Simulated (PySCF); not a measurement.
PySCF 2.14 output of a UHF calculation on a single atom or ion in cc-pVDZ-X2C (8s7p5d3f1g, 84 functions), with scalar relativity by spin-free X2C-1e:

```
SCF conv_tol = 1e-09
number electrons alpha = 30  beta = 27
cycle= 1 E= -9232.48374532876  delta_E= -0.00591  |g|= 0.0263  |ddm|= 0.0698
cycle= 2 E= -9232.48413314093  delta_E= -0.000388  |g|= 0.00844  |ddm|= 0.0254
cycle= 3 E= -9232.48420768609  delta_E= -7.45e-05  |g|= 0.00221  |ddm|= 0.0194
cycle= 4 E= -9232.484219039  delta_E= -1.14e-05  |g|= 0.000817  |ddm|= 0.0133
cycle= 5 E= -9232.48422177882  delta_E= -2.74e-06  |g|= 0.00056  |ddm|= 0.00674
cycle= 6 E= -9232.48422414065  delta_E= -2.36e-06  |g|= 0.000305  |ddm|= 0.00903
cycle= 7 E= -9232.48422510598  delta_E= -9.65e-07  |g|= 4.96e-05  |ddm|= 0.00955
cycle= 8 E= -9232.48422511584  delta_E= -9.86e-09  |g|= 5.54e-06  |ddm|= 0.000904
cycle= 9 E= -9232.48422511588  delta_E= -3.82e-11  |g|= 1.25e-06  |ddm|= 3.93e-05
converged SCF energy = -9232.48422511588  <S^2> = 3.7537742  2S+1 = 4.0018867
```

The run itself started from symmetry-adapted Hartree-Fock orbitals and held the occupation by maximum overlap, so the iterations belong to that start.

Q: Which element, charge and spin multiplicity is this?

A: Pr²⁺ (praseodymium, charge +2), multiplicity 4; the state was [Xe] 4f2 5d1, one real determinant (an excited configuration).

⟨L²⟩ = 30.04 against 56 for a pure K term, so this real determinant mixes terms. Spin-orbit coupling, absent here, splits the open shell strongly.
